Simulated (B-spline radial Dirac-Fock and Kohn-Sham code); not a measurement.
**Isotope-shift constants of the inner levels of Sc**

System: the free scandium atom, [Ar] 3d1 4s2.

The run's input, task.json:

```json
{"items": [{
  "Z": 21,
  "q": 0,
  "cfg": [[1, 0, 2], [2, 0, 2], [2, 1, 6], [3, 0, 2], [3, 1, 6], [3, 2, 1], [4, 0, 2]],
  "A": 45,
  "rrms": 3.5459,
  "do": "isoshift",
  "isotopes": [[42, 41.965516686, 3.5702], [43, 42.961150425, 3.5575], [44, 43.959402818, 3.5432], [45, 44.955907051, 3.5459], [46, 45.955167034, 3.5243]]
}]}
```

Launch: `python xray2_run.py task.json out`

Method: first-order field-shift and mass-shift constants from Dirac-Fock ground and hole states with a Fermi nucleus; the mass shift has no relativistic recoil terms. Computed with an atomic code on a B-spline grid. A binding energy shifts by δE = F·δ⟨r²⟩ + (K_N + K_S)·δ(1/M); F is taken for a change of radius at fixed skin thickness and so holds the higher radial moments.

```
     level  F (meV/fm²)  K_N (meV u)  K_S (meV u)
    K (1s)       -1.325        -2472        865.1
   L1 (2s)      -0.1121       -280.3       -73.24
L2 (2p1/2)      0.01596       -227.8        197.0
L3 (2p3/2)      0.01612       -225.3        190.3
   M1 (3s)     -0.01328       -36.72       -8.431
M2 (3p1/2)     0.003145       -21.83        19.72
M3 (3p3/2)     0.003161       -21.55        18.75
```

Line shifts in meV from A = 45 (mass 44.9559 u, rms radius 3.5459 fm); radii from Angeli and Marinova (2013).

| A | mass (u) | radius (fm) | Kα1 | Kα2 | Kβ1 | Lβ3 |
| --- | --- | --- | --- | --- | --- | --- |
| 42 | 41.9655 | 3.5702 | -2.72 | -2.73 | -2.77 | -0.58 |
| 43 | 42.9612 | 3.5575 | -1.73 | -1.74 | -1.77 | -0.37 |
| 44 | 43.9594 | 3.5432 | -0.77 | -0.77 | -0.78 | -0.17 |
| 46 | 45.9552 | 3.5243 | ? | ? | ? | ? |

Q: What are the shifts for A = 46?

A: Kα1 +0.96 meV (field +0.20, mass +0.76); Kα2 +0.97 meV (field +0.20, mass +0.76); Kβ1 +0.98 meV (field +0.20, mass +0.78); Lβ3 +0.19 meV (field +0.02, mass +0.17).
